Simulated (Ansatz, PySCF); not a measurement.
The pair A = CH4O (SMILES CO) (first 6 atoms), B = CH6Si (SMILES C[SiH3]); geometry from B3LYP-D3(BJ)/def2-TZVP.
(charge 0, multiplicity 1):
```xyz
14

C      0.3369    -0.2705    -0.2764
O      0.5299     0.7842     0.6579
H     -0.2144    -1.1086     0.1618
H      1.3268    -0.6210    -0.5648
H     -0.1859     0.0709    -1.1759
H     -0.3309     1.1081     0.9428
C      1.3122     0.3526     3.9911
Si    -0.4075    -0.2995     3.6488
H      1.7805     0.6588     3.0553
H      1.9320    -0.4151     4.4582
H      1.2776     1.2126     4.6625
H     -1.2608     0.7430     3.0184
H     -1.0814    -0.7126     4.9058
H     -0.3761    -1.4728     2.7430
```

Cores are frozen in the correlated methods. Rows in 6-31G* carry no dispersion term and start afresh at each structure (6-31G* with six Cartesian d functions). MP2/6-31G* freezes PySCF's default core.

Run with Ansatz (Gaussian basis) for Hartree–Fock, density functionals and correlated methods; PySCF for 6-31G* rows. Values without a source in brackets are computed.

Total energies (hartree), monomers frozen at their geometry in the pair:

```json
[
 {"structure": "AB", "HF/6-31G*": "-445.3089733", "MP2/6-31G*": "-445.8371587", "CCSD(T)/aug-cc-pV(D+d)Z": "-446.0837378"},
 {"structure": "A in the pair's basis", "HF/6-31G*": "-115.0369460", "MP2/6-31G*": "-115.3502689", "CCSD(T)/aug-cc-pV(D+d)Z": "-115.4564651"},
 {"structure": "B in the pair's basis", "HF/6-31G*": "-330.2722278", "MP2/6-31G*": "-330.4856357", "CCSD(T)/aug-cc-pV(D+d)Z": "-330.6236875"},
 {"structure": "A", "HF/6-31G*": "-115.0346439", "MP2/6-31G*": "-115.3459990", "CCSD(T)/aug-cc-pV(D+d)Z": "-115.4554437"},
 {"structure": "B", "HF/6-31G*": "-330.2720357", "MP2/6-31G*": "-330.4850212", "CCSD(T)/aug-cc-pV(D+d)Z": "-330.6226516"}
]
```

### Question
Work out the interaction energy without and with the counterpoise correction, and the superposition error, for each level.

### Answer

E(AB) − E(A) − E(B), times 627.509 kcal/mol, with the monomers in their own basis and then in the pair's basis:
- HF/6-31G*: -1.44 uncorrected, 0.13 corrected; the monomers gain 1.57 kcal/mol from borrowed functions
- MP2/6-31G*: -3.85 uncorrected, -0.79 corrected; the monomers gain 3.06 kcal/mol from borrowed functions
- CCSD(T)/aug-cc-pV(D+d)Z: -3.54 uncorrected, -2.25 corrected; the monomers gain 1.29 kcal/mol from borrowed functions

Ansatz is a quantum-chemistry and plane-wave program.
